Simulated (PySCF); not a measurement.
**UHF on W²⁺ (tungsten, charge +2)**

Configuration: [Xe] 4f14 5d4, high-spin 5D determinant. All numbers are calculated (PySCF 2.14, scalar relativity by spin-free X2C-1e, in x2c-TZVPPall with one added diffuse shell each of s, p, d, f type (12s8p8d4f1g, 113 functions)).

```json
{
 "Total energy": "-16137.445989 hartree",
 "One-electron energy": "-22107.6776 hartree",
 "Hartree (Coulomb) energy": "6293.5392 hartree",
 "Exchange energy": "-323.3075 hartree",
 "⟨S²⟩": "6.0061",
 "⟨L²⟩": "6.025",
 "Sum of ⟨r⟩": "38.40 bohr",
 "Sum of ⟨r²⟩": "41.49 bohr²",
 "Traceless quadrupole moment −½Σ⟨3z² − r²⟩ along its main axis": "-1.21 e·bohr²",
 "Langevin diamagnetic susceptibility": "-32.9 ×10⁻⁶ cm³/mol"
}
```

| shell | electrons | mean orbital energy (hartree) | spread (hartree) | rms radius, mean of both spins (bohr) |
| --- | --- | --- | --- | --- |
| 1s β | 1 | -2569.08802 | 0 | 0.0208 |
| 1s α | 1 | -2569.08666 | 0 | 0.0208 |
| 2s α | 1 | -449.07732 | 0 | 0.0838 |
| 2s β | 1 | -449.06468 | 0 | 0.0838 |
| 2p α | 3 | -393.91435 | 0.00052 | 0.0763 |
| 2p β | 3 | -393.90116 | 0.00353 | 0.0763 |
| 3s α | 1 | -106.17573 | 0 | 0.214 |
| 3s β | 1 | -106.17415 | 0 | 0.214 |
| 3p α | 3 | -89.48241 | 0.00522 | 0.216 |
| 3p β | 3 | -89.48010 | 0.00650 | 0.216 |
| 3d α | 5 | -69.60875 | 0.00905 | 0.197 |
| 3d β | 5 | -69.59852 | 0.00689 | 0.197 |
| 4s α | 1 | -23.57117 | 0 | 0.478 |
| 4s β | 1 | -23.55845 | 0 | 0.478 |
| 4p α | 3 | -17.97545 | 0.00957 | 0.509 |
| 4p β | 3 | -17.96191 | 0.01506 | 0.509 |
| 4d α | 5 | -10.62804 | 0.02049 | 0.551 |
| 4d β | 5 | -10.60522 | 0.01843 | 0.551 |
| 5s α | 1 | -4.09915 | 0 | 1.15 |
| 5s β | 1 | -3.94939 | 0 | 1.15 |
| 5p α | 3 | -2.64791 | 0.02596 | 1.33 |
| 4f α | 7 | -2.43810 | 0.01068 | 0.776 |
| 4f β | 7 | -2.42602 | 0.02278 | 0.776 |
| 5p β | 1 | -2.37745 | 0 | 1.33 |
| 5d α | 4 | -0.95817 | 0.04244 | 2.00 |

Spin-orbit coupling, absent here, splits the open shell strongly.

Densities and radii are taken from the X2C orbitals without a picture-change correction, which distorts them close to the nucleus.

Spin-orbit constants ζ (cm⁻¹) from the X2C one-electron operator on these orbitals: bare nucleus, nucleus screened by l(l+1)(2l+1)/3 electrons, and screened by the Breit-Pauli mean field of the electrons.

```tsv
shell	bare	screened nucleus	mean field
2p	6829000	6645000	n/a
3p	1492000	1452000	n/a
3d	233100	201600	n/a
4p	341200	331900	n/a
4d	46100	39870	n/a
4f	8101	5036	n/a
5p	45030	43810	n/a
5d	3135	2711	n/a
```

To first order the Landé constant is A = 677.8 cm⁻¹, so the lowest level has J = 0 and lies 0.504 eV below the centre of the term. This holds in LS coupling only.
